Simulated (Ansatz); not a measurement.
Mulliken charges of CH$_{3}$AlClO, SMILES `C[O][Al][Cl]` radical from r2SCAN/def2-TZVPP in Ansatz (PBE0-D4/def2-TZVP geometry).

| atom | x (Å) | y (Å) | z (Å) | charge (e) |
| --- | --- | --- | --- | --- |
| C1 | 0.041 | 0.885 | 0.297 | 0.018 |
| O2 | 0.873 | -0.062 | -0.318 | -0.377 |
| Al3 | 0.755 | -1.653 | -0.837 | 0.465 |
| Cl4 | -1.070 | -2.696 | -0.586 | -0.271 |
| H5 | -0.047 | 1.770 | -0.340 | 0.055 |
| H6 | -0.965 | 0.493 | 0.486 | 0.054 |
| H7 | 0.475 | 1.195 | 1.252 | 0.055 |

**Question.** By hand: the dipole of these point charges (1 e Å = 4.8032 D).

**Answer.** Σ q r = (0.284, 0.191, -0.029) e Å, of length 0.343 e Å = 1.65 D.

**Question.** How does the dipole of the full density compare? (Best estimate.)

**Answer.** The calculation gave: (0.129, 0.186, 0.022) e Å, 1.09 D; the point charges give 1.51 times that, at 24° from its direction.

Point charges leave out the atoms' own dipoles, such as those of lone pairs, and Mulliken's split depends on the basis, so the two needn't agree.
